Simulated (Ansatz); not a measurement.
Geometry optimisation of the cluster Sr4Te4⁺.

```yaml
crystal:
  periodic: [false, false, false]
  atoms:
    - {symbol: Sr, position_ang: [1.525350, 0.892540, -1.981490]}
    - {symbol: Sr, position_ang: [-0.025180, -2.661230, -0.038030]}
    - {symbol: Sr, position_ang: [0.962650, 0.858740, 2.311510]}
    - {symbol: Sr, position_ang: [-2.463780, 0.909360, -0.292170]}
    - {symbol: Te, position_ang: [2.514860, -0.925220, 0.312930]}
    - {symbol: Te, position_ang: [0.028140, 2.712780, 0.020170]}
    - {symbol: Te, position_ang: [-1.545470, -0.926300, 2.024480]}
    - {symbol: Te, position_ang: [-0.996560, -0.860680, -2.357410]}
basis:
  gaussian: {orbitals: def2-SVP}
total_charge: 1
magnetization: {spin_polarized: true, initial_magnetization: 1}
hamiltonian: {xc: pbe, dispersion: d4}
scf: {lower_state_search: "off"}
output: {orbitals: {seedname: orbitals}}
relax: {f_tol: 0.03, max_steps: 70}
```

```sh
$ ansatz run in.yaml --threads 4 --pin off --events-out ev --progress --plain --max-ram 6963MiB
```

Output, abridged:

```
Functional definition: PBE
mean field -32522.41399842 eV, -1195.1766699581 hartree, gradient 2.3e-6 eV, S^2 0.751492; 0 other end points of the search recorded, 0 dependent functions left out
relax step   1: F+E_penalty+E_count = -32523.12265606 eV  Δ(F+E_penalty+E_count) = +0.000e0 eV  max|allowed force component| = 6.345e-1 eV/Å  Δτ_max = 0.0000 Å  (56 SCF iters, accepted)
mean field -32522.62896200 eV, -1195.1845697238 hartree, gradient 2.8e-6 eV, S^2 0.751630; 0 other end points of the search recorded, 0 dependent functions left out
relax step   2: F+E_penalty+E_count = -32523.28046172 eV  Δ(F+E_penalty+E_count) = -1.578e-1 eV  max|allowed force component| = 2.177e-1 eV/Å  Δτ_max = 0.1934 Å  (34 SCF iters, accepted)
mean field -32522.64608534 eV, -1195.1851989948 hartree, gradient 1.4e-6 eV, S^2 0.751592; 0 other end points of the search recorded, 0 dependent functions left out
relax step   3: F+E_penalty+E_count = -32523.30681819 eV  Δ(F+E_penalty+E_count) = -2.636e-2 eV  max|allowed force component| = 5.050e-2 eV/Å  Δτ_max = 0.0565 Å  (31 SCF iters, accepted)
mean field -32522.64282522 eV, -1195.1850791877 hartree, gradient 2.9e-6 eV, S^2 0.751577; 0 other end points of the search recorded, 0 dependent functions left out
relax step   4: F+E_penalty+E_count = -32523.30988369 eV  Δ(F+E_penalty+E_count) = -3.065e-3 eV  max|allowed force component| = 1.423e-2 eV/Å  Δτ_max = 0.0310 Å  (28 SCF iters, accepted)
Total energy: -32523.30995682 eV, -1195.2095958218 hartree
Atom 0 at     1.536846     0.848610    -2.004632 Å, force    -0.001612     0.001148     0.000733 eV/Å
Atom 1 at     0.007247    -2.668258    -0.077400 Å, force    -0.000628     0.001197     0.000672 eV/Å
Atom 2 at     0.939087     0.883929     2.341030 Å, force    -0.007295     0.000376    -0.005887 eV/Å
Atom 3 at    -2.483850     0.936673    -0.260707 Å, force     0.007681     0.000004     0.005400 eV/Å
Atom 4 at     2.638993    -0.943068     0.382294 Å, force     0.013245    -0.004201     0.003677 eV/Å
Atom 5 at     0.060067     2.829901    -0.015722 Å, force     0.002830     0.014229    -0.002061 eV/Å
Atom 6 at    -1.603262    -1.011381     2.096624 Å, force    -0.007567    -0.008276     0.009476 eV/Å
Atom 7 at    -1.095118    -0.876416    -2.461497 Å, force    -0.006653    -0.004477    -0.012009 eV/Å
Dipole moment:     0.002454    -0.003924     0.006906 e Å
Checks for a lower state left out: stability, starts, cluster_reference, orbital_swaps, neighbouring_geometries, increment
```

Hardware: 4 threads of Arm Neoverse N1 on a shared host. Wall time 72 s.

In the def2 sets Sr, Te take a core potential; there is no spin–orbit coupling. The gap within one spin of the charge 1 doublet nearly closes, so an electron or hole may be smeared out by delocalisation error. The relaxation made no stability test and no search for a lower SCF solution. Another isomer (doublet) lies 0.34 eV lower at PBE0-D4/def2-TZVP; other spin states weren't run for this one.
